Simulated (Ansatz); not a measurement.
Consider the substitution at a C–Si bond: `O[SiH2]C[Si](O)(Cl)Cl` + H₂Te → `O[SiH2]C[TeH]` + `O[SiH](Cl)Cl`.

Program: Ansatz. Geometries: PBE0-D4/def2-TZVP. ΔE: electronic, gas phase. CCSD(T)/CBS is the MP2 limit (def2-TZVPP, def2-QZVPP) plus CCSD(T) − MP2 in def2-TZVPP, frozen cores. This one scheme is used for every species. def2 core potentials past Kr. For Te outer-core shells are correlated without core-valence functions, which leaves a few kJ/mol of doubt a bond. One conformer a species, not always the lowest.

| species | CCSD(T)/CBS(def2) energy (Eh) |
| --- | --- |
| `O[SiH2]C[Si](O)(Cl)Cl` | -1689.96880 |
| H₂Te | -268.91024 |
| `O[SiH2]C[TeH]` | -673.68870 |
| `O[SiH](Cl)Cl` | -1285.17016 |

**Question.** Work out ΔE.

**Answer.** ΔE = (-673.68870) + (-1285.17016) − (-1689.96880) − (-268.91024) = 0.02018 Eh = +12.7 kcal/mol.

Largest T1 diagnostic among the species: 0.011.

From PBE to PBE0 (25 % exact exchange), in def2-TZVPP and without D4, ΔE moves by +1.1 kcal/mol. The D4 term adds +1.7 kcal/mol with B3LYP and +1.1 kcal/mol with PBE0; it sums over pairs of atoms, weighted by their polarisabilities, and B3LYP, whose exchange is more repulsive, gets the larger term.

B3LYP here is the variant with VWN-RPA as its local correlation; programs differ in this.
